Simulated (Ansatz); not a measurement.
`[SiH3]C1[SiH2]S1` + `NC(O)(O)F` → `NC(O)(F)O[SiH3]` + `C1[SiH2]S1`  (ligand exchange at the Si–C bond)

Gas-phase electronic energies from Ansatz, PBE0-D4/def2-TZVP geometries. CBS: MP2 limit from def2 TZ/QZ plus the TZ coupled-cluster correction, frozen cores. Functionals use def2-TZVPP. B3LYP here is the variant with VWN-RPA as its local correlation; programs differ in this. One conformer a species, not always the lowest.

CCSD(T)/CBS gives -16.5 kcal/mol.

Q: Another level gave -16.7 kcal/mol. Which?
A. B3LYP/def2-TZVPP
B. PBE/def2-TZVPP
C. CCSD(T)/def2-TZVPP
D. HF/def2-TZVPP

A: C. CCSD(T)/def2-TZVPP -16.7, HF/def2-TZVPP -21.1, PBE -14.5, B3LYP -18.2 kcal/mol.

Largest T1 diagnostic among the species: 0.013.

In def2-TZVPP, CCSD(T) changes the Hartree–Fock value by +4.4 kcal/mol (the triples alone add +0.7 kcal/mol) and MP2 by +4.7 kcal/mol. The D4 term adds +0.9 kcal/mol with B3LYP and +0.4 kcal/mol with PBE0; it sums over pairs of atoms, weighted by their polarisabilities, and B3LYP, whose exchange is more repulsive, gets the larger term.
